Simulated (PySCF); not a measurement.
How well do the runs reproduce experiment for azulene?

**What was measured.**

NIST CCCBDB Release 22 (SRD 101), experimental dipoles lists, for the gas: dipole moment (microwave Stark effect, vibrational ground state) 0.882 ± 0.0024 D.

The runs below try to reproduce these values; the comparison stands at the end.

Azulene, C10H8.
Atom-mapped SMILES: `[cH:1]1[cH:2][cH:3][c:4]2[cH:5][cH:6][cH:7][c:8]-2[cH:9][cH:10]1` (hydrogens: H11 on C1; H12 on C2; H13 on C3; H14 on C5; H15 on C6; H16 on C7; H17 on C9; H18 on C10)

Geometry (GFN2-xTB, Å), atoms numbered from 1 in this order:
```xyz
18
C10H8 angstrom
C     -2.384   -0.473    0.027
C     -2.043    0.845    0.301
C     -0.784    1.423    0.359
C      0.448    0.829    0.158
C      1.688    1.466    0.228
C      2.688    0.534   -0.034
C      2.114   -0.710   -0.276
C      0.726   -0.594   -0.172
C     -0.188   -1.615   -0.346
C     -1.572   -1.562   -0.258
H     -3.447   -0.685    0.039
H     -2.875    1.511    0.495
H     -0.755    2.482    0.593
H      1.839    2.508    0.448
H      3.744    0.743   -0.047
H      2.645   -1.616   -0.505
H      0.237   -2.584   -0.584
H     -2.090   -2.496   -0.436
```

Runs made with PySCF (gas phase, on this GFN2-xTB geometry; no spin–orbit coupling):

```tsv
level	job	basis functions	wall time
PBE0/pcSseg-1	shieldings, charges and field gradients	210	35 s
```

Hardware: an x86-64 server with one thread, no GPU, shared host.

## Comparison

**Dipole moment.** Measured: 0.882 D (NIST CCCBDB Release 22 (SRD 101), experimental dipoles).

```
        level  computed (D)  computed − measured (D)  % (from the printed values)
PBE0/pcSseg-1         1.110                   +0.228                          +26
```

The computed dipoles belong to one fixed geometry; measured ones are averaged over vibrations unless marked μe. Magnitudes are compared, not signs.

No measured geometry was used, and the causes of the misses weren't examined.
